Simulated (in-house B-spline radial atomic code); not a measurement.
Ionisation energies along the 10-electron series, configuration [He] 2s2 2p6, as differences of self-consistent energies. Dirac energy differences include first-order Breit, QED and recoil terms. NIST's values go from ground level to ground level; the uncertainty of those that are theory runs from under 0.1 % in few-electron ions to several per cent in heavy many-electron ones. Computed with a B-spline radial code for spherical atoms: Dirac-Hartree-Fock, average of the configuration, finite nuclei.

```json
{"ion": "Ne", "configuration after": "[He] 2s2 2p5", "ionisation energy (eV)": "19.8", "IE/(q+1)² (eV)": "19.822", "Breit and QED recoil part (eV)": "-0.003004", "tabulated value (eV)": "21.56454", "computed minus tabulated (eV)": "-1.7"}
{"ion": "Mg2+", "configuration after": "[He] 2s2 2p5", "ionisation energy (eV)": "78.6", "IE/(q+1)² (eV)": "8.7348", "Breit and QED recoil part (eV)": "-0.017158", "tabulated value (eV)": "80.1436", "computed minus tabulated (eV)": "-1.5"}
{"ion": "Al3+", "configuration after": "[He] 2s2 2p5", "ionisation energy (eV)": "118.5", "IE/(q+1)² (eV)": "7.4086", "Breit and QED recoil part (eV)": "-0.029195", "tabulated value (eV)": "119.9924", "computed minus tabulated (eV)": "-1.5"}
{"ion": "Si4+", "configuration after": "[He] 2s2 2p5", "ionisation energy (eV)": "?", "IE/(q+1)² (eV)": "?", "Breit and QED recoil part (eV)": "?", "tabulated value (eV)": "?", "computed minus tabulated (eV)": "?"}
{"ion": "P5+", "configuration after": "[He] 2s2 2p5", "ionisation energy (eV)": "219.1", "IE/(q+1)² (eV)": "6.0874", "Breit and QED recoil part (eV)": "-0.065876", "tabulated value (eV)": "220.43", "computed minus tabulated (eV)": "-1.3"}
{"ion": "S6+", "configuration after": "[He] 2s2 2p5", "ionisation energy (eV)": "279.8", "IE/(q+1)² (eV)": "5.7099", "Breit and QED recoil part (eV)": "-0.091616", "tabulated value (eV)": "280.954", "computed minus tabulated (eV)": "-1.2"}
{"ion": "Cl7+", "configuration after": "[He] 2s2 2p5", "ionisation energy (eV)": "347.3", "IE/(q+1)² (eV)": "5.4266", "Breit and QED recoil part (eV)": "-0.1229", "tabulated value (eV)": "348.306", "computed minus tabulated (eV)": "-1.0"}
{"ion": "Ar8+", "configuration after": "[He] 2s2 2p5", "ionisation energy (eV)": "421.7", "IE/(q+1)² (eV)": "5.2061", "Breit and QED recoil part (eV)": "-0.16024", "tabulated value (eV)": "422.6", "computed minus tabulated (eV)": "-0.9"}
{"ion": "K9+", "configuration after": "[He] 2s2 2p5", "ionisation energy (eV)": "503.0", "IE/(q+1)² (eV)": "5.0295", "Breit and QED recoil part (eV)": "-0.20458", "tabulated value (eV)": "503.67", "computed minus tabulated (eV)": "-0.7"}
{"ion": "Ca10+", "configuration after": "[He] 2s2 2p5", "ionisation energy (eV)": "?", "IE/(q+1)² (eV)": "?", "Breit and QED recoil part (eV)": "?", "tabulated value (eV)": "?", "computed minus tabulated (eV)": "?"}
{"ion": "Sc11+", "configuration after": "[He] 2s2 2p5", "ionisation energy (eV)": "686.1", "IE/(q+1)² (eV)": "4.7646", "Breit and QED recoil part (eV)": "-0.31515", "tabulated value (eV)": "687.36", "computed minus tabulated (eV)": "-1.3"}
{"ion": "Ti12+", "configuration after": "[He] 2s2 2p5", "ionisation energy (eV)": "?", "IE/(q+1)² (eV)": "?", "Breit and QED recoil part (eV)": "?", "tabulated value (eV)": "?", "computed minus tabulated (eV)": "?"}
{"ion": "V13+", "configuration after": "[He] 2s2 2p5", "ionisation energy (eV)": "896.8", "IE/(q+1)² (eV)": "4.5754", "Breit and QED recoil part (eV)": "-0.45915", "tabulated value (eV)": "896", "computed minus tabulated (eV)": "0.8"}
```

(1) Fill in the row of Si4+.

(2) Fill in the row of Ca10+.

(3) Fill in the row of Ti12+.

Where a p, d or f electron is removed, the computed value is a mean over both j, so it misses the tabulated one by a part of the spin-orbit splitting; averaging over terms and missing correlation add to the gap, relatively most at low charge.

## Answers

(1) ionisation energy (eV): 165.4; IE/(q+1)² (eV): 6.6157; Breit and QED recoil part (eV): -0.045289; tabulated value (eV): 166.767; computed minus tabulated (eV): -1.4.

(2) ionisation energy (eV): 591.1; IE/(q+1)² (eV): 4.885; Breit and QED recoil part (eV): -0.25609; tabulated value (eV): 591.6; computed minus tabulated (eV): -0.5.

(3) ionisation energy (eV): 788.0; IE/(q+1)² (eV): 4.6627; Breit and QED recoil part (eV): -0.3827; tabulated value (eV): 787.67; computed minus tabulated (eV): 0.3.
